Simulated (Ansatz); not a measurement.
Molecule: SiI, charge 0, multiplicity 2. 
Coordinates optimised at B3LYP-D3(BJ)/def2-TZVP (Ansatz, a quantum-chemistry and plane-wave program):
```xyz
2

Si     0.0000     0.0000    -1.9529
I      0.0000     0.0000     0.5159
```
Charge 0, spin multiplicity 2.

Wanted: atomisation energy (electronic, to ground-state atoms), in kcal/mol. Valence correlation only, unless marked. Open shells are spin-unrestricted. No spin-orbit coupling. Frozen are the shells of the preceding noble gas and the d and f shells that filled before the atom's block. Past Kr the def2 sets carry scalar-relativistic core potentials. The coupled-cluster limit lacks core correlation, which all-electron functionals hold. Basis-set limits of correlation are two-point, X^-3; Hartree-Fock from the larger set.

| level | program | atomisation energy (kcal/mol) |
|---|---|---|
| BLYP-D3(BJ)/def2-TZVPD | Ansatz + dftd3 | 78.3 |
| revPBE-D3(BJ)/def2-TZVPD | Ansatz + dftd3 | 78.5 |
| B3LYP-D3(BJ)/def2-TZVPD | Ansatz + dftd3 | 76.7 |
| PBE0-D3(BJ)/def2-TZVP | Ansatz + dftd3 | 77.9 |
| BHLYP-D3(BJ)/def2-TZVPD | Ansatz + dftd3 | 72.5 |
| r2SCAN0-D4/def2-TZVPD | Ansatz + dftd4 | 75.1 |
| wB97M-V/def2-TZVPD | Ansatz | 74.6 |

**Question.** What does CCSD(T)/CBS(def2-TZVPPD,def2-QZVPPD) (Ansatz) give?

**Answer.** 75.4 kcal/mol, so wB97M-V/def2-TZVPD differs from it by -0.8 kcal/mol.
